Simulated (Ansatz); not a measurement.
Molecule: sum formula SiOBr$_{3}$, charge -1, multiplicity 1. It need not be the lowest isomer of its formula. Whether it binds its extra electron was not tested at this geometry. 
Coordinates optimised at B3LYP-D3(BJ)/def2-TZVP (Ansatz, a quantum-chemistry and plane-wave program):
SMILES: [O-][Si](Br)(Br)Br
```xyz
5

Si    -0.5854     0.0498    -0.4483
Br    -0.7146    -1.5426     1.2089
Br    -0.0601     1.9486     0.7424
Br     1.4195    -0.4608    -1.4575
O     -1.7963     0.1529    -1.3757
```
Charge -1, spin multiplicity 1.

Basis-set convergence of Hartree-Fock and CCSD(T) correlation energies (hartree) with Ansatz. Cores are frozen in the correlated levels unless marked. Spin-orbit coupling is left out. Frozen are the shells of the preceding noble gas and the d and f shells that filled before the atom's block. Non-relativistic. This anion needs diffuse functions, which these sets lack.

| basis | functions | E(HF) | E(corr, CCSD(T)) |
|---|---|---|---|
| def2-SVP | 128 | -8080.17808 | -0.68631 |
| def2-TZVPP | 217 | … | … |

**Question.** Some entries are withheld; supply them.

**Answer.** 
- def2-TZVPP, E(HF): -8081.34098
- def2-TZVPP, E(corr, CCSD(T)): -0.91805
